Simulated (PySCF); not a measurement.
C2H5F3Si, SMILES CC[Si](F)(F)F.

The structure is a stationary point at PBE-D3(BJ)/def2-SVP. One conformer was computed; it need not be the lowest.

Method: PBE-D3(BJ)/def2-SVP (PySCF).

Frequencies are harmonic and unscaled.

```json
[
 {"mode": "1", "ν (cm⁻¹)": "46", "IR (km/mol)": "0.3", "moving atoms (share of kinetic energy)": "C 36 %, H 33 %, F 29 %"},
 {"mode": "2", "ν (cm⁻¹)": "122", "IR (km/mol)": "0.8", "moving atoms (share of kinetic energy)": "F 49 %, C 29 %, H 16 %"},
 {"mode": "3", "ν (cm⁻¹)": "166", "IR (km/mol)": "0.1", "moving atoms (share of kinetic energy)": "H 57 %, F 34 %"},
 {"mode": "4", "ν (cm⁻¹)": "246", "IR (km/mol)": "1.7", "moving atoms (share of kinetic energy)": "H 48 %, F 40 %, C 12 %"},
 {"mode": "5", "ν (cm⁻¹)": "250", "IR (km/mol)": "5.2", "moving atoms (share of kinetic energy)": "F 68 %, C 24 %"},
 {"mode": "6", "ν (cm⁻¹)": "311", "IR (km/mol)": "11.5", "moving atoms (share of kinetic energy)": "F 59 %, H 20 %, Si 18 %"},
 {"mode": "7", "ν (cm⁻¹)": "329", "IR (km/mol)": "32.5", "moving atoms (share of kinetic energy)": "F 62 %, C 17 %, Si 16 %"},
 {"mode": "8", "ν (cm⁻¹)": "389", "IR (km/mol)": "39.7", "moving atoms (share of kinetic energy)": "F 45 %, Si 25 %, C 22 %, H 9 %"},
 {"mode": "9", "ν (cm⁻¹)": "642", "IR (km/mol)": "6.6", "moving atoms (share of kinetic energy)": "C 39 %, F 38 %, H 16 %"},
 {"mode": "10", "ν (cm⁻¹)": "679", "IR (km/mol)": "10.4", "moving atoms (share of kinetic energy)": "H 74 %, C 21 %"},
 {"mode": "11", "ν (cm⁻¹)": "853", "IR (km/mol)": "178.4", "moving atoms (share of kinetic energy)": "F 46 %, Si 41 %"},
 {"mode": "12", "ν (cm⁻¹)": "915", "IR (km/mol)": "60.9", "moving atoms (share of kinetic energy)": "H 50 %, F 28 %, Si 18 %"},
 {"mode": "13", "ν (cm⁻¹)": "934", "IR (km/mol)": "76.7", "moving atoms (share of kinetic energy)": "H 40 %, F 29 %, Si 25 %"},
 {"mode": "14", "ν (cm⁻¹)": "967", "IR (km/mol)": "78.2", "moving atoms (share of kinetic energy)": "H 40 %, Si 27 %, F 20 %, C 13 %"},
 {"mode": "15", "ν (cm⁻¹)": "972", "IR (km/mol)": "104.9", "moving atoms (share of kinetic energy)": "H 37 %, Si 32 %, F 22 %, C 9 %"},
 {"mode": "16", "ν (cm⁻¹)": "1024", "IR (km/mol)": "23.4", "moving atoms (share of kinetic energy)": "C 69 %, H 30 %"},
 {"mode": "17", "ν (cm⁻¹)": "1204", "IR (km/mol)": "4.2", "moving atoms (share of kinetic energy)": "H 79 %, C 20 %"},
 {"mode": "18", "ν (cm⁻¹)": "1231", "IR (km/mol)": "13.3", "moving atoms (share of kinetic energy)": "H 57 %, C 42 %"},
 {"mode": "19", "ν (cm⁻¹)": "1347", "IR (km/mol)": "1.1", "moving atoms (share of kinetic energy)": "H 82 %, C 18 %"},
 {"mode": "20", "ν (cm⁻¹)": "1374", "IR (km/mol)": "6.5", "moving atoms (share of kinetic energy)": "H 91 %, C 8 %"},
 {"mode": "21", "ν (cm⁻¹)": "1428", "IR (km/mol)": "7.6", "moving atoms (share of kinetic energy)": "H 97 %"},
 {"mode": "22", "ν (cm⁻¹)": "1431", "IR (km/mol)": "8.0", "moving atoms (share of kinetic energy)": "H 96 %"},
 {"mode": "23", "ν (cm⁻¹)": "2978", "IR (km/mol)": "14.7", "moving atoms (share of kinetic energy)": "H 97 %"},
 {"mode": "24", "ν (cm⁻¹)": "2983", "IR (km/mol)": "11.6", "moving atoms (share of kinetic energy)": "H 95 %"},
 {"mode": "25", "ν (cm⁻¹)": "3033", "IR (km/mol)": "0.9", "moving atoms (share of kinetic energy)": "H 91 %, C 9 %"},
 {"mode": "26", "ν (cm⁻¹)": "3068", "IR (km/mol)": "11.2", "moving atoms (share of kinetic energy)": "H 90 %, C 10 %"},
 {"mode": "27", "ν (cm⁻¹)": "3070", "IR (km/mol)": "11.0", "moving atoms (share of kinetic energy)": "H 91 %, C 9 %"}
]
```
